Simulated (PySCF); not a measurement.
Input and output of an EPR job on `[H]/N=[C]/C1=NCC1=C` [radical].

Method: UKS B3LYP, pcH-1 on C H N, non-relativistic, mean-field spin-orbit, GIAO in PySCF 2.14.0.

Input of the driver that calls PySCF (job settings, then Cartesian coordinates in Å):

```
{"job": {"kind": "epr", "basis": "pcH-1"}, "charge": 0, "multiplicity": 2}
C     -0.7226     1.0288     1.2677
C     -0.5834     0.3318     0.1570
C     -1.4251    -0.0691    -1.0299
N     -0.2633    -0.7951    -1.5623
C      0.4953    -0.4256    -0.5028
C      1.7441    -0.7023    -0.1325
N      2.9231    -0.6804     0.1274
H      0.0905     1.1551     1.9630
H     -1.6595     1.4993     1.5152
H     -2.2753    -0.7214    -0.8168
H     -1.7535     0.7459    -1.6789
H      3.4309    -1.3675     0.6669
```

The self-consistent field part of the output:

```
UKS, coarse grid
  cycle   1  E = -302.83686750  |g| = 3.50e-01
  cycle   2  E = -302.66190825  |g| = 6.96e-01
  cycle   3  E = -302.89929739  |g| = 1.33e-01
  cycle   4  E = -302.90524429  |g| = 8.02e-02
  cycle   5  E = -302.90794760  |g| = 3.71e-02
  cycle   6  E = -302.90866593  |g| = 1.12e-02
  cycle   7  E = -302.90876480  |g| = 6.66e-03
  cycle   8  E = -302.90880951  |g| = 2.74e-03
  cycle   9  E = -302.90881833  |g| = 1.61e-03
  cycle  10  E = -302.90882068  |g| = 6.37e-04
UKS, final grid
  cycle   1  E = -302.90881985  |g| = 7.48e-04
  cycle   2  E = -302.90881952  |g| = 1.31e-03
  cycle   3  E = -302.90882041  |g| = 2.50e-04
  cycle   4  E = -302.90882047  |g| = 1.78e-04
  cycle   5  E = -302.90882056  |g| = 1.21e-04
  cycle   6  E = -302.90882057  |g| = 2.98e-05
  cycle   7  E = -302.90882057  |g| = 1.25e-05
E = -302.90882057 Eh   <S^2> = 0.7725 (exact 0.7500)
```

Problem. What follows in the output?

Solution. 
```
g shifts (ppm)      1          2          3
  rmc          -206       -206       -206
  gc             -6          9         22
  oz_so         -12       1130       1728
  total        -223        933       1544
hyperfine (MHz)  atom isotope    a_iso     a_fc   dipolar eigenvalues
    0   13C      -4.43      -4.43     -6.44      2.74      3.70
    1   13C       5.89       5.89     -2.22     -0.99      3.21
    2   13C     -22.19     -22.19     -2.06     -0.02      2.08
    3   14N      22.68      22.68    -29.06    -27.63     56.69
    4   13C     -38.14     -38.14    -15.36      3.02     12.35
    5   13C      20.84      20.84    -34.52    -33.31     67.82
    6   14N      29.97      29.97     -8.46     -7.44     15.90
    7    1H       2.62       2.62     -2.15     -1.39      3.54
    8    1H       2.72       2.72     -1.02     -0.98      2.01
    9    1H      65.54      65.54     -3.60     -3.05      6.65
   10    1H      61.89      61.89     -3.68     -3.08      6.76
   11    1H     125.80     125.80     -8.75     -4.70     13.44
```

The program numbers atoms from 0. The g shifts stand along the tensor's principal axes 1 to 3: rmc is the relativistic mass correction, gc the gauge correction, oz_so the orbital-Zeeman/spin–orbit term. a_fc is the Fermi-contact part of a_iso, which also holds a spin–orbit part where one was computed. The run used 225 basis functions and 17 SCF iterations in all.

Hardware: Arm Neoverse V2, one thread, shared host with 96 logical CPUs at a one-minute load of 21. Cost: 32 s of wall time (with the writing of density and orbital grids), 0.89 GiB resident at most.

Problem. Where does the spin sit (Mulliken spin populations, atoms from 0)?

Solution. 3 N +0.59, 5 C +0.37, 4 C -0.12, 6 N +0.11, 2 C -0.05, 0 C -0.04, 11 H +0.04, 1 C +0.04. Over all atoms they add up to 1.

Geometry: GFN2-xTB; no solvent, vibrations or thermal averaging.
Labels such as C1 count atoms from 1, the log's own numbers from 0.
